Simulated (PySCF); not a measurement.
# Electron correlation in Cu²⁺ (copper, charge +2)

[Ar] 3d8 4p1, one real determinant (an excited configuration). Computed with PySCF 2.14 in aug-cc-pVTZ-DK, with the spin-free X2C one-electron Hamiltonian (Gaussian nucleus). Frozen: [Ar]; 9 electrons correlated.

MP2 pair energies summed by pair of shells (mhartree):

```
 pair   energy  share (%)
3d-3d  -250.51       93.0
3d-4p   -18.96        7.0
```

Total MP2 correlation energy: -269.47 mhartree.

Same-spin part -104.30 and opposite-spin part -165.17 mhartree; SCS-MP2 scales them by 1/3 and 6/5 to -232.97 mhartree.

The reference is one real determinant that mixes LS terms of this configuration.
